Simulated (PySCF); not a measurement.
Problem. What does the PBE0-D3(BJ)/def2-SVP structure of InChI=1S/C9H6N2/c10-2-1-5-3-6-7-8(6)9(5,7)4-11/h3,6-8H,1H2/t6-,7+,8-,9+ look like in three dimensions?

Solution. 
```
atom  x, y, z in Å
N1     3.4901   -1.6333    0.5907
C2     2.7474   -0.7529    0.4866
C3     1.7924    0.3397    0.3558
C4     0.3758   -0.1292    0.3872
C5    -0.1597   -1.3479    0.5180
C6    -1.6485   -1.1452    0.4721
C7    -1.9947    0.2208    1.0340
C8    -1.9729    0.0572   -0.3939
C9    -0.8138    0.8034    0.2620
C10   -0.6517    2.2216    0.0999
N11   -0.4767    3.3591   -0.0309
H12    2.0012    0.8814   -0.5840
H13    1.9777    1.0713    1.1625
H14    0.3607   -2.2975    0.6343
H15   -2.3671   -1.9624    0.5548
H16   -2.6861    0.6297    1.7705
H17   -2.6399    0.2869   -1.2245
```

Any rigid rotation of these coordinates is as good. Atoms count from 1 in this order. Of the pairs four or more bonds apart, C2···H14 is among the closest relative to their van der Waals radii: 2.85 Å, 98 % of the sum of Bondi's values. The C–C distances run from 1.338 Å (C4=C5, drawn double) to 1.527 Å (C8–C9, drawn single), a spread of 0.189 Å. The 5-membered ring C4–C5–C6–C7–C9 has internal angles of 88.8° to 109.6°; it is puckered, 0.20 Å rms from its mean plane, widest ring torsion 43°. The 5-membered ring C4–C5–C6–C8–C9 has internal angles of 88.8° to 109.6° (sum 518°, against 540° for a flat polygon); it is puckered, 0.20 Å rms from its mean plane, widest ring torsion 43°.

Bonds between heavy atoms (Å): N1≡C2 1.157, C2–C3 1.457, C3–C4 1.492, C4=C5 1.338, C5–C6 1.503, C6–C7 1.517, C7–C8 1.437, C8–C9 1.527, C9–C10 1.437, C10≡N11 1.158, C4–C9 1.517, C6–C8 1.517, C7–C9 1.526.

Method: PySCF 2.14.0, PBE0-D3(BJ)/def2-SVP geometry optimisation, gas phase.

Point group: Cs (tolerance 0.08 Å). No PBE0-D3(BJ)/def2-SVP frequencies stand behind this structure, so it isn't proved a minimum. The numbers are those of one conformer (C2–C3–C4–C5 0°).

Cost: about 3 min of CPU time on one thread; the machine was shared, so the figure is rough. This is the geometry optimisation.
